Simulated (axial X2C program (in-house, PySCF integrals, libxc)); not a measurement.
# Worked dissociation energy of RuO⁻: PBE0, without spin–orbit coupling

Computed with an axial X2C code built on PySCF integrals. Spin-free means the one-electron spin-free X2C Hamiltonian. Basis: Ru dyall-acv3z [13s13p9d5f3g], O dyall-av3z [7s6p3d2f] (cores contracted in-house); Gaussian nuclei, density fitting, unrestricted open shells. Masses: Ru 101.904 u, O 15.995 u.

Molecular state: M_S = 3/2, Λ = 0 (beyond evenly filled blocks: σα, π+α, π-α).

- E(Ru) (2M_S = 4, M_L = 2): -4530.051908 hartree
- E(O-) (2M_S = 1, M_L = 0): -75.126752 hartree
- E(RuO⁻) at Re: -4605.337280 hartree
- ωe: 919.1 cm⁻¹
- ωexe: 4 cm⁻¹

(1) Work out De and D0.

Occupations by symmetry block were frozen at the best pattern of an incomplete PBE0 search. De is counted from the lowest determinant-based energies of the atoms at the same level, without counterpoise correction. Other states lie close and PBE0, whose exact exchange favours high spin, may order them wrongly; the determinant shown need not be the ground state. The nearest other spin-free determinant of the search, M_S = 5/2, Λ = 2, lies 0.27 eV up at the distance of the search. Without a current term, density functionals place determinants with orbital angular momentum somewhat too high. The highest occupied level of some functionals is positive through self-interaction error; at Hartree–Fock it is bound. With spin–orbit coupling the lowest determinant has another configuration, so this spin-free state is a model.

Each atomic determinant is the lowest at this level and need not be a pure term. Totals compare only within one Hamiltonian and basis.

## Answers

(1) De = -4530.051908 + (-75.126752) − (-4605.337280) = 0.15862 hartree = 4.316 eV. The zero-point energy is ωe/2 − ωexe/4 = 459 cm⁻¹ = 0.057 eV, so D0 = 4.259 eV.
